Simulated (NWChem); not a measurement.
Molecule: C$_{3}$H$_{5}$I; SMILES C/C=C\I

```xyz
9

C     -0.9013     2.5646     0.0000
C      0.5275     2.1504     0.0000
C      1.0425     0.9206     0.0000
I     -0.0674    -0.8599     0.0000
H     -1.5800     1.7005     0.0000
H     -1.1251     3.1843    -0.8839
H     -1.1251     3.1843     0.8839
H      1.2712     2.9592     0.0000
H      2.1179     0.7332     0.0000
```
Atoms are numbered in this order, from 1.

The geometry was optimised at PBE0/def2-SVP. No frequency run checked for a minimum. def2 effective core potentials on I; no spin-orbit coupling.

Symmetry labels are those of Cs in the frame above (b1 and b2, or b-type labels, depend on it).

Q: List the 4 lowest vertical singlet excitations from CAM-B3LYP/def2-SVPD with def2 effective core potentials on I, TDA (NWChem).

A: 
```csv
state,energy (eV),oscillator strength,symmetry,leading excitation (squared amplitude)
S1,4.87,0.000,a",HOMO → LUMO (0.91)
S2,5.38,0.002,a',HOMO−1 → LUMO (0.93)
S3,6.40,0.000,a",HOMO−1 → LUMO+1 (0.99)
S4,6.41,0.231,a',HOMO → LUMO+1 (0.90)
```
